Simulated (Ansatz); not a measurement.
Ansatz (a first-principles code) input (CCSD(T)/def2-QZVPPD):
A basis named .json is the Basis Set Exchange file of that set.

Ansatz 0.2 input:
```yaml
crystal:
  periodic: [false, false, false]
  atoms:
    - {symbol: Cd, position_ang: [-0.00000000, -0.00000000, -0.62747336]}
    - {symbol: Cl, position_ang: [0.00000000, 0.00000000, 1.77168950]}
basis:
  gaussian:
    orbitals: def2-QZVPPD.json
magnetization: {spin_polarized: true, initial_magnetization: 1}
correlation: {method: ccsd_t, electrons: outside_noble_gas}
```

Output:

```
Functional definition: HF
integrals: 0.79 GiB planned
1073 factors; integrals over basis functions are off by at most 8.9e-4 eV
mean field: 0.59 GiB planned
mean field evaluation 1: about -17045.0091 eV, gradient 1.2e1 eV
mean field evaluation 2: about -17045.0123 eV, gradient 1.2e1 eV
mean field evaluation 4: about -17046.1390 eV, gradient 1.6e0 eV
mean field evaluation 8: about -17046.2163 eV, gradient 1.9e-1 eV
mean field evaluation 16: about -17045.9171 eV, gradient 7.0e0 eV
mean field evaluation 32: about -17042.8932 eV, gradient 4.0e-2 eV
mean field evaluation 64: about -17042.8933 eV, gradient 1.4e-3 eV
mean field -17046.21747718 eV, -626.4369379451 hartree, gradient 1.5e-6 eV, S^2 0.756082; 1 other end points of the search recorded, 0 dependent functions left out
determinant -17046.21747718 eV, -626.4369379451 hartree, with singles and doubles -17064.00187133 eV, -627.0905023756 hartree
determinant -17042.89330220 eV, -626.3147767677 hartree, with singles and doubles -17060.90386284 eV, -626.9766526634 hartree
9 core orbitals not correlated
reference -17046.21747718 eV, -626.4369379451 hartree; 10, 9 occupied and 148, 149 virtual orbitals, 1073 factors
second order -18.20194637 eV of doubles, -0.00000000 eV of singles
coupled cluster: 1.87 GiB planned
cycle   1  -17.62074772 eV  change    -1.1e0 eV  update   2.7e-2
cycle   2  -17.66680761 eV  change   -4.6e-2 eV  update   7.6e-3
cycle   3  -17.66755248 eV  change   -7.4e-4 eV  update   3.8e-3
cycle   4  -17.66782764 eV  change   -2.8e-4 eV  update   1.5e-3
cycle   5  -17.66891801 eV  change   -1.1e-3 eV  update   7.5e-4
cycle   6  -17.66937470 eV  change   -4.6e-4 eV  update   3.5e-4
cycle   7  -17.66939246 eV  change   -1.8e-5 eV  update   1.6e-4
cycle   8  -17.66948102 eV  change   -8.9e-5 eV  update   5.8e-5
cycle   9  -17.66947279 eV  change    8.2e-6 eV  update   2.2e-5
perturbative correction -0.75138860 eV, -0.0276130218 hartree
Total energy: -17064.63833857 eV, -627.1138921151 hartree
```

The spin state was set by rule; other spins were not relaxed.
